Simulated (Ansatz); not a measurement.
One change: `[OH][Ga]([SH])[Br]` becomes `[OH][Ga]([SH])[SiH2]F`.

Ansatz, PBE0-D4/def2-TZVP geometries, multiplicity 1. Each molecule was computed in one conformer, which needn't be the lowest.

Scalar relativity is left out up to krypton.

```csv
property,`[OH][Ga]([SH])[Br]`
HOMO–LUMO gap (ωB97M-V/def2-TZVPP) / eV,10.86
HOMO energy (PBE/def2-TZVPP) / eV,-6.85
LUMO energy (ωB97M-V/def2-TZVPP) / eV,0.54
LUMO energy (B3LYP/def2-TZVPP) / eV,-1.62
HOMO energy (PBE0/def2-TZVPP) / eV,-8.12
zero-point energy (PBE0-D4/def2-TZVP) / kJ/mol,62.9
```

Task: What does the change do to each property? (Estimate.)

Result: Ansatz gave: 
```json
{"property": "HOMO–LUMO gap (ωB97M-V/def2-TZVPP) / eV", "`[OH][Ga]([SH])[SiH2]F`": "10.24", "shift": "-0.62"}
{"property": "HOMO energy (PBE/def2-TZVPP) / eV", "`[OH][Ga]([SH])[SiH2]F`": "-6.55", "shift": "0.30"}
{"property": "LUMO energy (ωB97M-V/def2-TZVPP) / eV", "`[OH][Ga]([SH])[SiH2]F`": "0.24", "shift": "-0.30"}
{"property": "LUMO energy (B3LYP/def2-TZVPP) / eV", "`[OH][Ga]([SH])[SiH2]F`": "-1.71", "shift": "-0.09"}
{"property": "HOMO energy (PBE0/def2-TZVPP) / eV", "`[OH][Ga]([SH])[SiH2]F`": "-7.81", "shift": "0.31"}
{"property": "zero-point energy (PBE0-D4/def2-TZVP) / kJ/mol", "`[OH][Ga]([SH])[SiH2]F`": "113.4", "shift": "50.5"}
```

With PBE0 the HOMO rises by 0.31 eV and the LUMO falls by 0.21 eV, so the gap narrows by about 0.52 eV. PBE moves the HOMO by 0.30 eV and ωB97M-V by 0.32 eV. The zero-point energy changes by 50.5 kJ/mol with +9 modes.

B3LYP here is the variant with VWN-RPA as its local correlation; programs differ in this.

Spin–orbit coupling is left out; it splits and shifts lone-pair levels of the heavy atoms by tenths of an eV.
